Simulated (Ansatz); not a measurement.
Basis sets compared for `[C-]#[N+]CCCCCCCCCCCC#N`. Total charge 0; singlet. Geometry PBE-D4/def2-SVP. Ansatz on 2 threads of AMD EPYC 7R13 on a shared host and a share (18 GiB) of an NVIDIA H100 80GB HBM3; times are rough, and most runs start from earlier orbitals.

Cartesian coordinates in Å:
```
C 0.6025 -1.4064 -7.9815
N 1.1690 -1.3503 -6.9409
C 1.8128 -1.2674 -5.6772
C 0.8787 -0.7524 -4.5734
C 1.5754 -0.6635 -3.2138
C 0.6634 -0.1412 -2.0995
C 1.3550 -0.0539 -0.7343
C 0.4925 0.5392 0.3889
C -0.7254 -0.3104 0.7747
C -1.5950 0.2855 1.8907
C -0.9128 0.3786 3.2604
C -1.8419 0.9028 4.3579
C -1.1423 0.9926 5.7286
C -2.0126 1.4873 6.7944
N -2.7283 1.8851 7.6319
H 2.6974 -0.6008 -5.7765
H 2.2027 -2.2752 -5.4144
H -0.0039 -1.4243 -4.5098
H 0.4897 0.2448 -4.8714
H 1.9662 -1.6669 -2.9293
H 2.4702 -0.0053 -3.2960
H -0.2331 -0.7962 -2.0331
H 0.2795 0.8657 -2.3811
H 2.2776 0.5586 -0.8410
H 1.7028 -1.0687 -0.4338
H 0.1472 1.5553 0.0889
H 1.1359 0.6921 1.2820
H -0.3806 -1.3254 1.0789
H -1.3654 -0.4666 -0.1199
H -2.5174 -0.3273 1.9945
H -1.9416 1.2989 1.5854
H -0.5294 -0.6269 3.5489
H -0.0175 1.0362 3.1986
H -2.7332 0.2454 4.4474
H -2.2283 1.9070 4.0808
H -0.7554 -0.0057 6.0292
H -0.2546 1.6595 5.6649
```

Single mean-field runs in def2-TZVP are fitted with def2-universal-jkfit.

Binding counts from free atoms (C triplet, N quartet, H doublet) in the same basis, without a counterpoise term.

```
           level  functions  energy (Eh)  HOMO (eV)  LUMO (eV)  binding per atom (eV)  wall time
 PBE-D4/def2-SVP        320    -616.8342      -6.79      -0.35                   4.53      3.3 s
PBE0-D4/def2-SVP        320    -616.9203      -8.50       0.74                   4.46      4.7 s
```

**Question.** Estimate the rows for PBE-D4/def2-TZVP, PBE0-D4/def2-TZVP (with forces).

**Answer.** 
| level | functions | energy (Eh) | HOMO (eV) | LUMO (eV) | binding per atom (eV) | wall time |
| --- | --- | --- | --- | --- | --- | --- |
| PBE-D4/def2-TZVP | 597 | -617.5011 | -7.08 | -0.58 | 4.48 | 4 s |
| PBE0-D4/def2-TZVP (with forces) | 597 | -617.5750 | -8.72 | 0.44 | 4.41 | 6 s |
